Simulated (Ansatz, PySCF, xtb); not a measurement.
Pair of molecules: HCl (SMILES Cl) (first 2 atoms) with H2 (SMILES [H][H]); geometry from B3LYP-D3(BJ)/def2-TZVP, rigid monomers moved along the line of their centres of mass till H2···H4 is 2.08 Å.
(charge 0, multiplicity 1):
| atom | x (Å) | y (Å) | z (Å) |
|---|---|---|---|
| Cl | -0.1180 | -0.5884 | -0.7213 |
| H | -0.0738 | -0.4022 | 0.5470 |
| H | -0.3610 | -0.0066 | 2.5725 |
| H | 0.3575 | -0.2035 | 2.5755 |

Counterpoise-corrected where a basis set is named; no monomer relaxation. Rows marked so take none.

Rows in 6-31G* carry no dispersion term and start afresh at each structure (6-31G* with six Cartesian d functions).

The values were computed with Ansatz (Gaussian basis) for Hartree–Fock, density functionals and correlated methods; PySCF for 6-31G* rows, the dispersion terms; xtb for the GFN methods. 

Question: One of these levels gives -0.28 kcal/mol for the interaction energy. Name it.
A) HF/6-31G* (no counterpoise)
B) GFN1-xTB
C) r2SCAN-D4/def2-TZVPPD
D) PBE-D3(BJ)/def2-TZVPPD

Answer: C, r2SCAN-D4/def2-TZVPPD. The others give 0.42 (GFN1-xTB), 0.97 (HF/6-31G* (no counterpoise)), -0.93 (PBE-D3(BJ)/def2-TZVPPD)

Ansatz is an electronic-structure program.
